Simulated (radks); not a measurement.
Results of a calculation; reference values are marked as such.
Question: All-electron atom: Ho+ in [Xe] 4f11 6s1. Level of theory: scalar-relativistic Kohn-Sham, PW91, spin-unpolarised, spherical densities, finite nucleus; Fermi nuclear charge, rms radius 5.2022 fm (a radial shooting solver on a logarithmic mesh with Libxc functionals). Some entries of the table are withheld. Estimate them.

| orbital | occ. | eigenvalue (eV) | <r> (bohr) |
|---|---|---|---|
| 1s | 2 | -55499.26 | 0.02074 |
| 2s | 2 | -9289.033 | (1) |
| 2p | 6 | -8231.401 | 0.07806 |
| 3s | 2 | -2079.645 | 0.2299 |
| 3p | 6 | -1756.346 | 0.2289 |
| 3d | 10 | -1345.762 | 0.2078 |
| 4s | 2 | -415.9268 | 0.5188 |
| 4p | 6 | -309.5179 | 0.5501 |
| 4d | 10 | -165.7079 | 0.5965 |
| 5s | 2 | (2) | 1.277 |
| 5p | 6 | (3) | 1.517 |
| 4f | 11 | -9.7258 | 0.8495 |
| 6s | 1 | (4) | 3.670 |

Answer: 
(1) 2s <r> (bohr): 0.08810
(2) 5s eigenvalue (eV): -57.0144
(3) 5p eigenvalue (eV): -32.4962
(4) 6s eigenvalue (eV): -8.9726
